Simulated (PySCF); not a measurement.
A mixed set of molecules.

All values: B3LYP/def2-SVPD (PySCF) at PBE0-D3(BJ)/def2-SVP geometries, gas phase, one conformer each. Core orbitals are frozen in the response; Δα² is half the sum of the squared differences of the principal polarisabilities. The calculation is non-relativistic, for germanium and bromine too. Dipoles and anisotropies that the point group forbids are given as zero.

Question: Rank by dipole moment, lowest first.
A. `[CH2:1]=[C:2]([CH3:3])[Si@H:4]1[CH2:5][CH2:6][SiH2:7][O:8]1` with C1–C2–Si4–C5 -110°, C2–Si4–C5–C6 144°, Si4–C5–C6–Si7 -34°, C5–C6–Si7–O8 28°, C6–Si7–O8–Si4 -10°
B. `[NH2:1][C:2](=[S:3])[c:4]1[cH:5][cH:6][n:7][cH:8][cH:9]1` with H–N1–C2–S3 -2° and -169°, N1–C2–C4–C5 -151°
C. `[CH3:1][CH:2]([CH3:3])[O:4][SiH2:5][C:6]#[C:7][SiH3:8]` with C1–C2–O4–Si5 -100°, C2–O4–Si5–C6 63°
D. `p12p3p1p23`
E. `[CH2:1]=[C:2]([Cl:3])[C:4]([NH2:5])=[O:6]` with C1–C2–C4–N5 179°

Answer: D (0.00 D), C (1.19 D), A (1.81 D), E (2.20 D), B (3.78 D).

Question: Rank by polarisability anisotropy Δα, highest first.
A. `[CH2:1]=[C:2]([Cl:3])[C:4]([NH2:5])=[O:6]` with C1–C2–C4–N5 179°
B. `[NH2:1][C:2](=[S:3])[c:4]1[cH:5][cH:6][n:7][cH:8][cH:9]1` with H–N1–C2–S3 -2° and -169°, N1–C2–C4–C5 -151°
C. `[CH2:1]=[C:2]([CH3:3])[Si@H:4]1[CH2:5][CH2:6][SiH2:7][O:8]1` with C1–C2–Si4–C5 -110°, C2–Si4–C5–C6 144°, Si4–C5–C6–Si7 -34°, C5–C6–Si7–O8 28°, C6–Si7–O8–Si4 -10°
D. `[CH3:1][CH:2]([CH3:3])[O:4][SiH2:5][C:6]#[C:7][SiH3:8]` with C1–C2–O4–Si5 -100°, C2–O4–Si5–C6 63°
E. `p12p3p1p23`

Answer: B (10.31 Å³), D (8.20 Å³), A (5.12 Å³), C (4.53 Å³), E (0.00 Å³).

Question: Rank by HOMO energy, highest first.
A. `C=C(C)[Si@H]1CC[SiH2]O1`
B. `CC(C)O[SiH2]C#C[SiH3]`
C. `P12P3P1P23`
D. `C(C(=C)Cl)(=O)N`
E. `NC(=S)c1ccncc1`
F. `[C]([GeH2][Br])#C`

Answer: E (-6.25 eV), A (-7.21 eV), C (-7.36 eV), D (-7.61 eV), B (-7.85 eV), F (-8.04 eV).

All values together:

```tsv
SMILES	formula	μ (D)	HOMO (eV)	LUMO (eV)	α (Å³)	Δα (Å³)	electrons	α per electron (Å³)	ΔSCF removal energy (eV)
C#[C][GeH2][Br]	C2H3BrGe	1.86	-8.04	-1.42	11.09	4.64	82	0.135	10.63
C=C(C)[Si@H]1CC[SiH2]O1	C5H12OSi2	1.81	-7.21	-0.40	16.56	4.53	78	0.212	9.13
CC(C)O[SiH2]C#C[SiH3]	C5H12OSi2	1.19	-7.85	-1.09	17.95	8.20	78	0.230	9.65
NC(=S)c1ccncc1	C6H6N2S	3.78	-6.25	-2.44	16.33	10.31	72	0.227	8.43
p12p3p1p23	P4	0.00	-7.36	-0.89	13.10	0.00	60	0.218	9.58
C=C(Cl)C(N)=O	C3H4ClNO	2.20	-7.61	-1.75	9.38	5.12	54	0.174	9.81
```

Conformers: `[CH2:1]=[C:2]([CH3:3])[Si@H:4]1[CH2:5][CH2:6][SiH2:7][O:8]1` with C1–C2–Si4–C5 -110°, C2–Si4–C5–C6 144°, Si4–C5–C6–Si7 -34°, C5–C6–Si7–O8 28°, C6–Si7–O8–Si4 -10°; `[CH3:1][CH:2]([CH3:3])[O:4][SiH2:5][C:6]#[C:7][SiH3:8]` with C1–C2–O4–Si5 -100°, C2–O4–Si5–C6 63°; `[NH2:1][C:2](=[S:3])[c:4]1[cH:5][cH:6][n:7][cH:8][cH:9]1` with H–N1–C2–S3 -2° and -169°, N1–C2–C4–C5 -151°; `[CH2:1]=[C:2]([Cl:3])[C:4]([NH2:5])=[O:6]` with C1–C2–C4–N5 179°.

By how much does the ΔSCF value exceed −ε(HOMO) over the species that have both?

By 1.80 to 2.59 eV, 2.15 eV on average, over 6 species.
